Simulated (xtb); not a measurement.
BI3, SMILES IB(I)I. All values are semi-empirical tight-binding results from xtb (GFN2-xTB unless named), good for trends rather than for accurate numbers. The structure is a stationary point at GFN2-xTB. The isomer is the one that the SMILES or the coordinates give; other isomers of the formula were not compared.

Optimised geometry:

```xyz
4

B      0.0000     0.0000     0.0000
I      2.1080     0.0000     0.0000
I     -1.0540    -1.8256     0.0000
I     -1.0540     1.8256     0.0000
```
Charge 0, spin multiplicity 1.

```json
{
 "point_group_as_xtb_finds_it": "D3h",
 "orbital_gap": "3.42 eV",
 "zero_point_energy": "3.1 kcal/mol",
 "G − E(el) at 298.15 K (modified RRHO)": "-17.7 kcal/mol",
 "static polarisability (D4 model)": "107.9 bohr³",
 "solvation energy, GFN2-xTB/ALPB(water)": "-4.3 kcal/mol",
 "solvation energy, GFN2-xTB/ALPB(ch2cl2)": "-9.8 kcal/mol"
}
```

**Question.** Give the atomic charges and the Wiberg bond orders between heavy atoms. (An estimate is asked for; the answer gives what the named calculation found.)

**Answer.** charges (e) B1 0.36, I2 -0.12, I3 -0.12, I4 -0.12. Bond orders B1–I2 1.16, B1–I3 1.16, B1–I4 1.16.
